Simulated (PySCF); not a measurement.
PySCF input (M06-2X/6-311+G**):

```python
from pyscf import gto, dft

mol = gto.M(
    atom='''
    C    -1.91608611    0.12897384   -0.02406549
    C    -0.50380251    0.39037886    0.45132899
    C     0.44953672   -0.23011568   -0.25094355
    C     1.93122570   -0.12686495    0.02827151
    H    -1.99758564   -0.55324551   -0.90801092
    H    -2.42411750    1.06593423   -0.29487500
    H    -2.53012608   -0.30912531    0.77615479
    H     0.21165144   -0.88898661   -1.12039148
    H     2.08760298    0.53074106    0.88802795
    H     2.49710396    0.28338008   -0.82412359
    H     2.39022800   -1.10293036    0.25566948
    ''',
    basis='6-311+g**',
    charge=-1,
    spin=0,
    verbose=4,
)

mf = dft.RKS(mol, xc='m062x')
mf.grids.level = 4
mf.conv_tol = 1e-9
mf.max_cycle = 100
mf.max_memory = 1500
mf.kernel()
if not mf.converged:
    mf = mf.newton()
    mf.kernel(mf.make_rdm1())
mf.dip_moment()
```

From the output:

```

nuclear repulsion = 107.54184994127
number of shells = 68
number of NR pGTOs = 196
number of NR cGTOs = 130
basis = 6-311+g**
ecp = {}

******** <class 'pyscf.dft.rks.RKS'> ********
method = RKS
initial guess = minao
damping factor = 0
level_shift factor = 0
DIIS = <class 'pyscf.scf.diis.CDIIS'>
diis_start_cycle = 1
diis_space = 8
diis_damp = 0
SCF conv_tol = 1e-09
SCF conv_tol_grad = None
SCF max_cycles = 100
direct_scf = True
direct_scf_tol = 1e-13
XC library pyscf.dft.libxc version 7.1.2
    S. Lehtola, C. Steigemann, M. J. T. Oliveira, and M. A. L. Marques,  SoftwareX 7, 1–5 (2018)
XC functionals = m062x
    Y. Zhao and D. G. Truhlar,  Theor. Chem. Acc. 120, 215 (2008)
    Y. Zhao and D. G. Truhlar,  Theor. Chem. Acc. 120, 215 (2008)
radial grids:
    Treutler-Ahlrichs [JCP 102, 346 (1995); DOI:10.1063/1.469408] (M4) radial grids

becke partition: Becke, JCP 88, 2547 (1988); DOI:10.1063/1.454033
pruning grids: <function nwchem_prune>
grids dens level: 4
symmetrized grids: False
atomic radii adjust function: <function treutler_atomic_radii_adjust>
small_rho_cutoff = 0
Set gradient conv threshold to 3.16228e-05
Initial guess from minao.
tot grids = 224392
init E= -156.786651728258
  HOMO = -0.217764737901017  LUMO = -0.0157955084272778  gap/eV = 5.49586
cycle= 1 E= -156.424175175275  delta_E= 0.362  |g|= 0.527  |ddm|= 2.63
  HOMO = 0.114978207248488  LUMO = 0.148539914481351  gap/eV = 0.91326
cycle= 2 E= -156.271675137748  delta_E= 0.153  |g|= 0.853  |ddm|=   37
  HOMO = -0.0197331948473334  LUMO = 0.148374425766471  gap/eV = 4.57444
cycle= 3 E= -156.517032588835  delta_E= -0.245  |g|= 0.119  |ddm|= 35.1
  HOMO = -0.013406910046303  LUMO = 0.150604551467701  gap/eV = 4.46298
cycle= 4 E= -156.520064896027  delta_E= -0.00303  |g|= 0.0645  |ddm|= 0.344
  HOMO = -0.0146448181864542  LUMO = 0.152837661178082  gap/eV = 4.55743
cycle= 5 E= -156.521165348025  delta_E= -0.0011  |g|= 0.0102  |ddm|= 0.375
  HOMO = -0.0147194756471407  LUMO = 0.152550111147738  gap/eV = 4.55164
cycle= 6 E= -156.521200939923  delta_E= -3.56e-05  |g|= 0.00408  |ddm|= 0.0948
  HOMO = -0.0145337566837469  LUMO = 0.152225993103164  gap/eV = 4.53776
cycle= 7 E= -156.521209061688  delta_E= -8.12e-06  |g|= 0.000737  |ddm|= 0.0617
  HOMO = -0.0144734731018374  LUMO = 0.152130584663531  gap/eV = 4.53353
cycle= 8 E= -156.521209696091  delta_E= -6.34e-07  |g|= 0.000257  |ddm|= 0.0211
  HOMO = -0.0144663248165244  LUMO = 0.152136248444951  gap/eV = 4.53349
cycle= 9 E= -156.521209747074  delta_E= -5.1e-08  |g|= 0.000103  |ddm|= 0.00841
  HOMO = -0.0144653509219488  LUMO = 0.152139870394788  gap/eV = 4.53356
cycle= 10 E= -156.521209751161  delta_E= -4.09e-09  |g|= 3.14e-05  |ddm|= 0.00227
  HOMO = -0.0144635425443624  LUMO = 0.152143137533895  gap/eV = 4.53360
cycle= 11 E= -156.521209751674  delta_E= -5.13e-10  |g|= 6.75e-06  |ddm|= 0.00109
  HOMO = -0.0144637172002291  LUMO = 0.152143673692653  gap/eV = 4.53362
Extra cycle  E= -156.521209751705  delta_E= -3.09e-11  |g|= 4.59e-06  |ddm|= 0.000273
converged SCF energy = -156.521209751705

WARN: System has nonzero charge -1; the dipole moment is origin-dependent.
Location of origin: [0. 0. 0.]

Dipole moment(X, Y, Z, Debye):  0.91496, -1.56187, -1.91470
```

The dipole moment of an ion depends on the origin.

The geometry given is a B3LYP-D3(BJ)/def2-TZVP minimum.
